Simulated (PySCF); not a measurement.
# How methods differ on the excitation energy of I

I [Kr] 4d10 5s2 5p5 (2P) → I [Kr] 4d10 5s1 5p6 (2S), as a difference of total energies. Calculation: PySCF 2.14, in aug-cc-pwCVTZ-DK3 with one added diffuse shell each of s, p, d, f type (11s10p8d5f1g, 125 functions); the spin-free X2C one-electron Hamiltonian (Gaussian nucleus). Correlated levels: valence: [Kr] 4d10 frozen; valence and next inner shell: [Ar] 3d10 frozen. The calculations carry no spin-orbit coupling.

```json
{"method": "UHF", "excitation energy (cm⁻¹)": "102670"}
{"method": "LDA", "excitation energy (cm⁻¹)": "83775"}
{"method": "PBE", "excitation energy (cm⁻¹)": "83735"}
{"method": "PBE0", "excitation energy (cm⁻¹)": "88593"}
{"method": "r2SCAN", "excitation energy (cm⁻¹)": "86835"}
{"method": "TPSSh", "excitation energy (cm⁻¹)": "86410"}
{"method": "B97-3", "excitation energy (cm⁻¹)": "88482"}
{"method": "LC-wPBE", "excitation energy (cm⁻¹)": "93566"}
{"method": "MP2 (valence)", "excitation energy (cm⁻¹)": "88560"}
{"method": "SCS-MP2 (valence)", "excitation energy (cm⁻¹)": "86998"}
{"method": "MP2 (valence and next inner shell)", "excitation energy (cm⁻¹)": "85034"}
{"method": "SCS-MP2 (valence and next inner shell)", "excitation energy (cm⁻¹)": "84001"}
```

A first-order spin-orbit estimate (lowest level to lowest level, LS coupling) adds 0.299 eV.

The upper state lies above the first ionisation limit, where it may autoionise and the basis confines it.
